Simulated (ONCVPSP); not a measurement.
# Reading a pseudo-wave (thulium)

Columns: radius, all-electron u(r) and pseudo u(r) of the 5p shell (level -30.77 eV) of thulium in the configuration [Kr] 4d10 4f12 5s2 5p6 5d1 6s1.75 6p0.25; PBEsol, scalar-relativistic, ONCV scheme, ONCVPSP 4.0.1.

```
r (bohr)  all-electron  pseudo
   0.140        0.2997  0.0292
   0.280       -0.1422  0.1125
   0.420       -0.4875  0.2383
   0.560       -0.2293  0.3894
   0.700        0.2118  0.5463
   0.840        0.5844  0.6898
   0.980        0.8224  0.8042
   1.120        0.9373  0.8788
   1.260        0.9614  0.9097
   1.400        0.9264  0.8989
   1.540        0.8569  0.8532
   1.680        0.7707  0.7823
   1.820        0.6792  0.6967
   1.960        0.5897  0.6059
   2.100        0.5062  0.5175
   2.240        0.4307  0.4368
   2.380        0.3641  0.3664
   2.520        0.3062  0.3067
   2.660        0.2564  0.2564
   2.800        0.2140  0.2140
   2.940        0.1782  0.1781
   3.080        0.1480  0.1479
   3.220        0.1226  0.1226
   3.360        0.1015  0.1015
   3.500        0.0838  0.0838
   3.640        0.0692  0.0692
```

Task: How many radial nodes do the two functions have?

Result: The all-electron 5p function has n − l − 1 = 3 (the table is too coarse to show those close to the nucleus); the pseudo-wave has 0, since the states of the same l below it are removed with the core.

Task: At about which radius was the pseudo-wave matched?

Result: 2.80 bohr. The columns agree to 0.0005 from 2.52 bohr on; several derivatives are matched, so the curves merge somewhat inside the radius.

Task: Where does each function peak?

Result: Outermost all-electron maximum near 1.26 bohr, pseudo maximum near 1.26 bohr (to the table’s step).

Task: Is the pseudo-wave norm-conserving?

Result: Yes: the ONCV scheme keeps the norm inside the radius equal to the all-electron one, which fixes the energy derivative of the logarithmic derivative at the level.
